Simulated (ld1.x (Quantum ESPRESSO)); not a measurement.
bismuth (Bi), TM: configuration errors across variants

```
Element                 : Bi
Generator               : ld1.x (Quantum ESPRESSO) 7.5
Type                    : norm-conserving Troullier–Martins (Kleinman–Bylander form)
Functional              : PBE
Relativity              : scalar-relativistic
Frozen core             : [Xe] 4f14 5d10
Valence charge          : 5
Reference configuration : 6s2 6p2 (charge +1)
Partial waves           : 6p (bound): rc 2.40 bohr; 6s (bound): rc 2.00 bohr
Local potential         : the s channel
Core correction         : Bessel-smoothed model core, default radius (core density twice the valence density)
```

All-electron excitation energies from the reference (eV): (1) 6s2 6p3 -7.913; (2) 6s2 6p1 15.247; (3) 6s2 6p0 38.590; (4) 6s1 6p0 83.995; (5) 6s1 6p4 2.170; (6) 6s2 6p3.3 -9.006; (7) 6s0 6p5 12.589.

A true bound ghost makes a file unfit for plane-wave use even where its test errors are small: the radial tests pick states by their node count and pass the ghost by.

Errors AE − PS in meV (a dash: test not solved or not reliable):

| change | (1) | (2) | (3) | (4) | (5) | (6) | (7) | bound ghosts |
| --- | --- | --- | --- | --- | --- | --- | --- | --- |
| base | -4.1 | -32 | -167 | -679 | -19 | -6.2 | -100 | d |
| wave 6s (bound): rc 2.00 bohr becomes 6s (bound): rc 1.28 bohr | -4.6 | -30 | -148 | -374 | -34 | -7.1 | -342 | s (extra level of the local part), d |
| wave 6s (bound): rc 2.00 bohr becomes 6s (bound): rc 1.50 bohr | -4.2 | -31 | -158 | -654 | -30 | -6.4 | -147 | d |
| wave 6s (bound): rc 2.00 bohr becomes 6s (bound): rc 1.78 bohr | -4.1 | -32 | -166 | -679 | -20 | -6.2 | -104 | d |
| wave 6s (bound): rc 2.00 bohr becomes 6s (bound): rc 1.92 bohr | -4.1 | -32 | -167 | -679 | -19 | -6.2 | -100 | d |
| wave 6s (bound): rc 2.00 bohr becomes 6s (bound): rc 2.18 bohr | -4.0 | -32 | -165 | -679 | -22 | -6.0 | -113 | d |
| wave 6s (bound): rc 2.00 bohr becomes 6s (bound): rc 2.34 bohr | -3.5 | -31 | -159 | -681 | -29 | -5.3 | -141 | d |
| wave 6s (bound): rc 2.00 bohr becomes 6s (bound): rc 2.54 bohr | -2.6 | -29 | -149 | -686 | -41 | -4.0 | -191 | d |
| wave 6s (bound): rc 2.00 bohr becomes 6s (bound): rc 3.04 bohr | +2.4 | -20 | -105 | -727 | -90 | +3.3 | -410 | d |

**Question.** Give the same row for: wave 6s (bound): rc 2.00 bohr becomes 6s (bound): rc 2.80 bohr.

**Answer.** -0.3, -24, -127, -703, -65, -0.7, -298; bound ghosts: d.
